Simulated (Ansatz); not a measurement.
Ansatz results at the PBE0-D4/def2-TZVP geometry: size of the dipole moment (PBE/def2-TZVPP) 2.62 D; HOMO energy (PBE0/def2-TZVPP) -7.74 eV; HOMO energy (PBE/def2-TZVPP) -6.51 eV.

Each molecule was computed in one conformer, which needn't be the lowest.

(1) Which molecule gave them?
A. `C#CCC[SiH3]`
B. `CC#[C][GeH2][OH]`
C. `ClB1[SiH2]S1`
D. `[AlH]1[SiH2][SbH]1`

## Answers

(1) B. The others give `C#CCC[SiH3]`: 0.15, -7.76, -6.56; `[AlH]1[SiH2][SbH]1`: 0.53, -6.05, -5.20; `ClB1[SiH2]S1`: 1.08, -7.31, -6.21.
